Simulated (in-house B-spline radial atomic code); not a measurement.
Se⁶⁺. Computed with a B-spline radial atomic code. Model: all-electron spherical atom, spin shells full or empty, radial basis limit, no spin-orbit coupling, Breit or QED, empty-state partial waves extrapolated as (l+1/2)^-4, RPA, G0W0 and static COHSEX of the highest shell as one setting changes (uncorrelated shells keep exact exchange).

Empty levels are discrete states of a finite basis, so the steps are uneven.

Given: element Se; charge 6; filled core Ar; hamiltonian one-electron scalar X2C; mean-field start Hartree-Fock; highest l of empty states 9; nuclear rms radius 4.14 fm; lowest nl shells left uncorrelated 4; highest mean-field shell 3d; box radius 9.29 bohr.

Shell: 3d 5 5 (electrons up and down).

```tsv
highest empty level kept (hartree)	RPA correlation energy (hartree)	G0W0 level (eV)	G0W0 minus most complete (meV)	COHSEX level (eV)	linearised minus solved G0W0 (meV)
16.33	-0.51094	-154.64	1367.3	-156.01	-0.8
32.67	-0.72804	-155.18	829.4	-157.51	-0.5
57.17	?	?	?	?	?
98	-0.94121	-155.79	222.7	-159.25	-0.3
163.33	-0.97997	-155.91	97.5	-159.62	-0.2
294	-1.0007	-155.98	28.1	-159.81	-0.2
490	-1.0067	-156	7.4	-159.86	-0.2
980	?	?	?	?	?
1960	-1.009	-156.01	0.1	-159.88	-0.2
4083.3	-1.009	-156.01	0	-159.88	-0.2
9800	-1.009	-156.01	0	-159.88	-0.2
32667	-1.009	-156.01	0	-159.88	-0.2
```

Q: What follows for highest empty level kept = 57.17?

A: RPA correlation energy -0.85325 hartree; G0W0 level -155.52 eV; G0W0 minus most complete 490.8 meV; COHSEX level -158.43 eV; linearised minus solved G0W0 -0.4 meV.

Q: What follows for highest empty level kept = 980?

A: RPA correlation energy -1.0086 hartree; G0W0 level -156.01 eV; G0W0 minus most complete 1.2 meV; COHSEX level -159.88 eV; linearised minus solved G0W0 -0.2 meV.
